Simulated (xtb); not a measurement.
C₄H₇FO₂, SMILES O[C@@H]1C[C@@H](O)C1F. All values are semi-empirical tight-binding results from xtb (GFN2-xTB unless named), good for trends rather than for accurate numbers. Geometry: GFN2-xTB. The structure was generated by enumeration; whether it is a known compound was not checked. Other conformers were not sampled.

```json
{
  "orbital_gap": "10.79 eV",
  "dipole_moment": "1.97 D",
  "zero_point_energy": "67.9 kcal/mol",
  "G − E(el) at 298.15 K (modified RRHO)": "48.3 kcal/mol",
  "static polarisability (D4 model)": "56.2 bohr³",
  "solvation energy, GFN2-xTB/ALPB(water)": "-8.6 kcal/mol",
  "solvation energy, GFN2-xTB/ALPB(acetonitrile)": "-8.2 kcal/mol"
}
```

Computed IR lines (harmonic; lines under 4 % of the strongest left out, lines within 3 cm⁻¹ merged):
ν (cm⁻¹): 213 (w), 270 (m), 299 (m), 307 (w), 333 (vs), 570 (w), 880 (w), 1003 (w), 1078 (m), 1110 (s), 1171 (m), 1199 (m), 1211 (w), 1230 (w), 1237 (m), 1247 (w), 1289 (w), 1341 (w), 1350 (m), 2884 (m), 2967 (w), 2979 (m), 3032 (w), 3050 (w), 3518 (w), 3541 (w) (against the strongest line: vs over 80 %, s over 45 %, m over 15 %, w over 4 %, vw less)
